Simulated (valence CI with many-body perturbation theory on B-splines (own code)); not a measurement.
Bi77+: electric-dipole lines

Computed by valence CI with perturbative core correlation (CI+MBPT): four valence electrons over a frozen Dirac-Fock core [He], a basis of 11 s, 11 p, 10 d, 8 f, 5 g, 2 h functions for each j, with the one-electron correlation potential Σ1 (screened to all orders), the two-electron term Σ2, the three-electron term Σ3, Breit, model QED; selected single and double excitations, second order for the rest, scaled by the run's own slope (own B-spline code, finite nucleus).

No measured spectrum was set against this ion. As an estimate, large intervals hold to a few tenths of a per cent, small ones and those within an open d or f shell to about a per cent. Among the levels kept, up to 1100 cm⁻¹ of a level comes from second order outside the variational space, and about a tenth of that is noise between levels of different J, which matters for small intervals.

Lines 101 to 150 of 554 in falling wavelength, among levels below 19711 eV, chosen from the strongest by gf and those to the six lowest levels. Wavelengths and rates use the calculated energies. Electric multipoles are in the length gauge, E1 and E2 with the static RPA response of the core. Weak lines are less certain than strong ones. Lines between different terms over intervals too small for the method are left out, as are lines whose strength nearly cancels.

Levels are named by their leading jj configuration (3d3/2^4 stands for four electrons in 3d with j = 3/2), which in mixed levels can hold well under half, so a name can repeat and another be missing. Letters in brackets count levels of one name in rising energy.

```tsv
λ vac (nm)	Upper	Lower	A (s⁻¹)	log gf	Branch %
1.507	(2s 2p1/2 2p3/2 3p3/2) J=2 [c]	(2s 2p1/2 2p3/2 3s) J=1 [c]	3.75e+12	-0.19	0.7
1.506	(2s 2p1/2 2p3/2 3d3/2) J=1 [c]	(2s 2p1/2 2p3/2 3p1/2) J=0	1.94e+12	-0.70	0.2
1.506	(2s 2p1/2 2p3/2 3p3/2) J=3 [c]	(2s 2p1/2 2p3/2 3s) J=2 [c]	3.80e+12	-0.04	0.9
1.504	(2s 2p1/2 2p3/2 3d3/2) J=0 [a]	(2s 2p1/2 2p3/2 3p1/2) J=1 [a]	3.05e+12	-0.99	1.5
1.502	(2s^2 2p3/2 3d3/2) J=0	(2s^2 2p3/2 3p1/2) J=1	2.96e+12	-1.00	0.1
1.501	(2p1/2^2 2p3/2 3p3/2) J=3	(2p1/2^2 2p3/2 3s) J=2	4.11e+12	-0.01	0.7
1.500	(2p1/2^2 2p3/2 3d3/2) J=0	(2p1/2^2 2p3/2 3p1/2) J=1	3.02e+12	-0.99	4.0
1.499	(2s 2p1/2 2p3/2 3p3/2) J=2 [a]	(2s 2p1/2 2p3/2 3s) J=1 [a]	1.70e+12	-0.54	0.3
1.497	(2s 2p1/2 2p3/2 3d3/2) J=3 [b]	(2s 2p1/2 2p3/2 3p1/2) J=3	1.46e+12	-0.46	0.1
1.493	(2s^2 2p3/2 3p3/2) J=3	(2s^2 2p3/2 3s) J=2	4.54e+12	0.03	24.0
1.490	(2s 2p1/2 2p3/2 3p3/2) J=3 [a]	(2s 2p1/2 2p3/2 3s) J=2 [a]	4.49e+12	0.02	6.7
1.487	(2s^2 2p3/2 3d5/2) J=1	(2s 2p1/2 2p3/2 3s) J=2 [b]	1.52e+12	-0.82	0.1
1.483	(2s 2p1/2 2p3/2 3p3/2) J=3 [b]	(2s 2p1/2 2p3/2 3s) J=2 [b]	1.39e+12	-0.49	0.1
1.481	(2s 2p1/2 2p3/2 3d3/2) J=2 [b]	(2s 2p1/2 2p3/2 3p1/2) J=3	7.77e+11	-0.89	0.0
1.478	(2s 2p1/2 2p3/2 3p3/2) J=1 [b]	(2s 2p1/2 2p3/2 3s) J=2 [b]	2.31e+12	-0.64	0.1
1.477	(2s 2p1/2 2p3/2 3p3/2) J=4	(2s 2p1/2 2p3/2 3s) J=3	3.25e+12	-0.02	39.8
1.473	(2s 2p1/2 2p3/2 3d3/2) J=2 [d]	(2s 2p1/2 2p3/2 3p1/2) J=2 [c]	7.94e+11	-0.89	0.0
1.471	(2s 2p1/2 2p3/2 3p3/2) J=2 [d]	(2s 2p1/2 2p3/2 3s) J=2 [c]	1.87e+12	-0.52	0.5
1.470	(2s 2p1/2 2p3/2 3d3/2) J=1 [d]	(2s 2p1/2 2p3/2 3p1/2) J=1 [b]	8.33e+11	-1.09	0.0
1.468	(2s^2 2p1/2 3p3/2) J=2	(2s^2 2p1/2 3s) J=1	4.73e+12	-0.12	40.0
1.467	(2s 2p1/2 2p3/2 3p3/2) J=1 [a]	(2s 2p1/2 2p3/2 3s) J=2 [a]	8.45e+11	-1.09	0.2
1.467	(2s^2 2p1/2 3d3/2) J=1	(2s^2 2p1/2 3p1/2) J=1	1.15e+12	-0.95	0.0
1.466	(2s^2 2p1/2 3p3/2) J=1	(2s^2 2p1/2 3s) J=1	1.66e+12	-0.79	18.4
1.464	(2s 2p1/2 2p3/2 3p3/2) J=0 [a]	(2s 2p1/2 2p3/2 3s) J=1 [a]	4.20e+12	-0.87	0.5
1.463	(2s 2p1/2 2p3/2 3p3/2) J=1 [c]	(2s 2p1/2 2p3/2 3s) J=1 [c]	2.05e+12	-0.71	0.5
1.460	(2s^2 2p3/2 3d5/2) J=3	(2s 2p1/2 2p3/2 3s) J=3	4.69e+11	-0.98	0.0
1.459	(2s^2 2p1/2 3p3/2) J=1	(2s^2 2p1/2 3s) J=0	3.28e+12	-0.50	36.2
1.459	(2p1/2^2 2p3/2 3p3/2) J=2	(2p1/2^2 2p3/2 3s) J=1	2.36e+12	-0.42	0.3
1.457	(2s 2p1/2 2p3/2 3p3/2) J=0 [b]	(2s 2p1/2 2p3/2 3s) J=1 [b]	3.62e+12	-0.94	6.3
1.456	(2s 2p1/2 2p3/2 3p3/2) J=2 [b]	(2s 2p1/2 2p3/2 3s) J=3	1.06e+12	-0.77	0.2
1.454	(2s 2p1/2^2 3p3/2) J=2	(2s 2p1/2^2 3s) J=1	4.56e+12	-0.14	4.3
1.451	(2s 2p1/2 2p3/2 3p3/2) J=2 [d]	(2s 2p1/2 2p3/2 3s) J=1 [b]	2.86e+12	-0.35	0.8
1.448	(2s^2 2p3/2 3p3/2) J=2	(2s^2 2p3/2 3s) J=1	2.59e+12	-0.39	12.7
1.448	(2s 2p1/2 2p3/2 3p3/2) J=1 [c]	(2s 2p1/2 2p3/2 3s) J=0	2.37e+12	-0.65	0.6
1.445	(2s 2p1/2^2 3p3/2) J=1	(2s 2p1/2^2 3s) J=1	1.72e+12	-0.79	0.2
1.440	(2p1/2^2 2p3/2 3p3/2) J=2	(2p1/2^2 2p3/2 3s) J=2	2.35e+12	-0.44	0.3
1.440	(2s 2p1/2 2p3/2 3p3/2) J=2 [a]	(2s 2p1/2 2p3/2 3s) J=2 [a]	1.74e+12	-0.57	0.3
1.435	(2s 2p1/2 2p3/2 3p3/2) J=1 [d]	(2s 2p1/2 2p3/2 3s) J=1 [b]	3.12e+12	-0.54	3.2
1.430	(2s^2 2p3/2 3p3/2) J=2	(2s^2 2p3/2 3s) J=2	2.56e+12	-0.41	12.6
1.429	(2s 2p1/2 2p3/2 3p3/2) J=3 [b]	(2s 2p1/2 2p3/2 3s) J=3	2.32e+12	-0.30	0.2
1.408	(2p1/2^2 2p3/2 3p3/2) J=0	(2p1/2^2 2p3/2 3s) J=1	5.33e+12	-0.80	0.9
1.395	(2s^2 2p3/2 3p3/2) J=0	(2s^2 2p3/2 3s) J=1	5.76e+12	-0.77	22.7
1.376	(2s 2p1/2 2p3/2 3p3/2) J=3 [c]	(2s 2p1/2 2p3/2 3s) J=2 [b]	6.12e+11	-0.91	0.1
0.6192	(2s^2 2p3/2^2) J=2	(2s 2p1/2^2 2p3/2) J=1	9.11e+10	-2.58	27.9
0.5890	(2s^2 2p3/2^2) J=2	(2s 2p1/2^2 2p3/2) J=2	1.03e+11	-2.57	31.6
0.4518	(2s 2p3/2^2 3s) J=3	(2s^2 2p3/2 3s) J=2	9.14e+12	-0.71	4.3
0.4506	(2s 2p3/2^2 3p1/2) J=3	(2s^2 2p3/2 3p1/2) J=2	8.75e+12	-0.73	1.1
0.4505	(2s 2p3/2^2 3p1/2) J=2 [a]	(2s^2 2p3/2 3p1/2) J=1	7.88e+12	-0.92	2.5
0.4498	(2s 2p1/2 2p3/2^2) J=2 [a]	(2s^2 2p1/2 2p3/2) J=1	9.33e+12	-0.85	97.5
0.4479	(2s 2p3/2^2 3s) J=2 [a]	(2s^2 2p3/2 3s) J=1	5.49e+12	-1.08	1.0
```
